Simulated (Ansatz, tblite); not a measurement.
Forces on Sn2O6 at its B3LYP-D4/def2-SVP geometry. Charge 0, multiplicity 1.

In the def2 sets Sn takes a core potential; there is no spin–orbit coupling. The xTB rows come from tblite. The structure holds 4 bonds between oxygen atoms, so isomers without such links may lie far lower. The structure comes from a short search, and lower isomers may exist.

GFN1-xTB (tblite), largest force 1.61 eV/Å:

```xyz
8
positions Å, forces eV/Å
Sn   -0.363   -1.475   -1.100    0.140    0.574    0.442
Sn    0.523    1.537   -1.046   -0.029   -0.107   -0.027
O    -0.279   -0.562    1.707    0.411    1.275   -0.459
O     1.303   -0.301    0.071   -0.017    0.031    1.201
O     1.062   -0.165    1.476   -0.999   -0.635   -1.084
O     0.161    0.021   -2.341   -0.006   -0.086   -0.289
O    -1.256    0.455   -0.098   -0.115    0.059    1.197
O    -1.151    0.489    1.330    0.615   -1.111   -0.981
```

GFN2-xTB (tblite), largest force 1.64 eV/Å:

```
Sn -0.245 -0.883 -0.239
Sn 0.329 1.064 -0.229
O 0.477 1.553 -0.219
O 0.654 -0.025 1.398
O -1.083 -0.730 -0.823
O -0.008 -0.134 -0.485
O -0.727 0.383 1.309
O 0.602 -1.228 -0.714
```

PBE-D4/def2-TZVP (Ansatz), largest force 0.69 eV/Å:

```
Sn 0.081 0.280 0.031
Sn -0.084 -0.283 0.015
O -0.161 -0.466 0.352
O 0.331 -0.051 -0.583
O 0.512 0.070 0.463
O -0.002 -0.018 -0.059
O -0.233 0.116 -0.620
O -0.444 0.353 0.400
```
